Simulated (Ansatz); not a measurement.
`C[NH][AlH][Cl]` + `N=C=O` → `O=C=[N][AlH][Cl]` + CH₃NH₂  (ligand exchange at the Al–N bond)

Program: Ansatz. Geometries: PBE0-D4/def2-TZVP. ΔE: electronic, gas phase. CCSD(T)/CBS adds triple-zeta CCSD(T) − MP2 to the extrapolated MP2 energy (def2 sets, frozen cores). This one scheme is used for every species. Functionals use def2-TZVPP. HSE06 is defined as in plane-wave codes. One conformer a species, not always the lowest.

Q: Is it downhill or uphill in electronic energy at CCSD(T)/CBS, and by how much? (Best estimate.)

A: Computed: Downhill: ΔE = -0.49 eV.

Q: What do these levels give: PBE-D4, revPBE-D4, BLYP-D4, r2SCAN-D4, B97M-V, r2SCANh-D4, BHLYP-D4, ωB97M-V, BLYP, HSE06, HF/def2-SVP, MP2/def2-TZVPP? (Best estimate.)

A: Computed: PBE-D4 -0.40, revPBE-D4 -0.41, BLYP-D4 -0.42, r2SCAN-D4 -0.46, B97M-V -0.50, r2SCANh-D4 -0.48, BHLYP-D4 -0.55, ωB97M-V -0.48, BLYP -0.46, HSE06 -0.49, HF/def2-SVP -0.76, MP2/def2-TZVPP -0.50 eV.

Largest T1 diagnostic among the species: 0.018.

From BLYP to BHLYP (50 % exact exchange), in def2-TZVPP and without D4, ΔE moves by −0.12 eV. The D4 term adds +0.03 eV with B3LYP and +0.02 eV with PBE0; it sums over pairs of atoms, weighted by their polarisabilities, and B3LYP, whose exchange is more repulsive, gets the larger term.

B3LYP here is the variant with VWN-RPA as its local correlation; programs differ in this.
